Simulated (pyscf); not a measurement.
# `[ZnH][SeH]`, singlet

Gas-phase minimum from PySCF at ωB97X-D3(BJ)/def2-SVP, one conformer. 

SMILES: [ZnH][SeH]
```xyz
4

Zn    -0.4878    -0.9191    -0.0360
Se    -1.7577     0.7479     0.8780
H      0.3697    -2.0404    -0.6486
H     -2.8335     0.4940    -0.0891
```

Bonds (Å): Zn1–Se2 2.286, Zn1–H3 1.539, Se2–H4 1.469. Angles (°): Se2–Zn1–H3 179.9, Zn1–Se2–H4 91.0.

Properties at ωB97X-D3(BJ)/def2-SVP:

| Quantity | Result |
|---|---|
| Harmonic wavenumbers, unscaled | 303, 397, 429, 578, 1902, 2483 cm⁻¹ |
| Zero-point energy | 8.7 kcal/mol |
| Rotational symmetry number | 1 |
| Entropy of this conformer at 298 K and 1 atm, rigid rotor and harmonic oscillator, modes under 100 cm⁻¹ raised to 100 | 282.1 J/(mol K) |
| Dipole moment | 1.33 D |

Single-point totals, which compare only within one level (frozen core for MP2 and CC):

```json
[
 {"level": "ωB97X-D3(BJ)/def2-TZVP", "total energy (hartree)": "-4182.07017"},
 {"level": "PBE/def2-TZVP", "total energy (hartree)": "-4181.54166"},
 {"level": "r²SCAN/def2-TZVP", "total energy (hartree)": "-4182.14755"},
 {"level": "B3LYP-D3(BJ)/def2-TZVP", "total energy (hartree)": "-4182.26880"},
 {"level": "PBE0-D3(BJ)/def2-TZVP", "total energy (hartree)": "-4181.64078"},
 {"level": "M06-2X/def2-TZVP", "total energy (hartree)": "-4182.16656"},
 {"level": "ωB97M-D3(BJ)/def2-TZVP", "total energy (hartree)": "-4182.21273"},
 {"level": "HF/def2-TZVPP", "total energy (hartree)": "-4178.83623"},
 {"level": "MP2/def2-TZVPP", "total energy (hartree)": "-4179.95244"},
 {"level": "CCSD/def2-TZVPP", "total energy (hartree)": "-4179.88232"},
 {"level": "CCSD(T)/def2-TZVPP", "total energy (hartree)": "-4179.91013"}
]
```

The CCSD(T) − MP2 part came from Ansatz, without density fitting, on the same reference. The frozen core leaves the outer d or s,p core shells of the metals and heavy elements correlated in the MP2 and CC values, and def2-TZVPP describes them poorly, so these totals are far from the basis limit. Elements up to Kr have no core potential and no relativistic terms here.
